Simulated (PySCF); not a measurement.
C2H9NOSi, SMILES CN(C)[SiH2]O.

The structure is a stationary point at PBE-D3(BJ)/def2-SVP. One conformer was computed; it need not be the lowest.

All values below come from PySCF with PBE-D3(BJ)/def2-SVP.

Frequencies are harmonic and unscaled.

| mode | ν (cm⁻¹) | IR (km/mol) | moving atoms (share of kinetic energy) |
|---|---|---|---|
| 1 | 66 | 3.3 | H 34 %, C 28 %, O 27 %, Si 9 % |
| 2 | 121 | 1.1 | H 42 %, O 23 %, N 20 %, C 12 % |
| 3 | 215 | 10.0 | H 73 %, O 10 %, Si 8 % |
| 4 | 232 | 4.3 | H 93 % |
| 5 | 250 | 40.8 | H 67 %, C 17 %, N 8 % |
| 6 | 282 | 10.6 | H 45 %, N 29 %, C 17 % |
| 7 | 330 | 39.8 | H 41 %, C 23 %, O 14 %, N 14 % |
| 8 | 371 | 40.3 | H 34 %, Si 22 %, C 22 %, N 13 %, O 9 % |
| 9 | 607 | 57.7 | H 75 %, Si 18 % |
| 10 | 645 | 13.9 | C 36 %, Si 25 %, H 22 %, N 11 % |
| 11 | 770 | 61.4 | H 91 % |
| 12 | 812 | 96.9 | O 48 %, H 32 %, Si 18 % |
| 13 | 873 | 58.8 | H 89 % |
| 14 | 886 | 93.9 | H 77 %, Si 13 %, O 10 % |
| 15 | 922 | 242.2 | H 78 %, Si 19 % |
| 16 | 1003 | 100.3 | H 42 %, C 36 %, N 19 % |
| 17 | 1053 | 1.1 | H 75 %, C 24 % |
| 18 | 1077 | 0.4 | H 80 %, C 20 % |
| 19 | 1127 | 0.6 | H 70 %, C 20 %, N 10 % |
| 20 | 1219 | 88.1 | N 61 %, C 31 % |
| 21 | 1278 | 67.0 | N 42 %, H 34 %, C 22 % |
| 22 | 1379 | 0.7 | H 87 %, C 12 % |
| 23 | 1397 | 0.9 | H 97 % |
| 24 | 1402 | 10.1 | H 92 % |
| 25 | 1408 | 10.9 | H 88 %, C 12 % |
| 26 | 1432 | 24.3 | H 96 % |
| 27 | 1458 | 3.2 | H 93 % |
| 28 | 2149 | 130.8 | H 97 % |
| 29 | 2207 | 116.8 | H 97 % |
| 30 | 2889 | 78.0 | H 96 % |
| 31 | 2899 | 119.9 | H 96 % |
| 32 | 2944 | 95.6 | H 91 %, C 9 % |
| 33 | 2955 | 7.1 | H 91 %, C 9 % |
| 34 | 3046 | 11.8 | H 91 %, C 9 % |
| 35 | 3047 | 16.2 | H 91 %, C 9 % |
| 36 | 3756 | 52.2 | H 94 % |
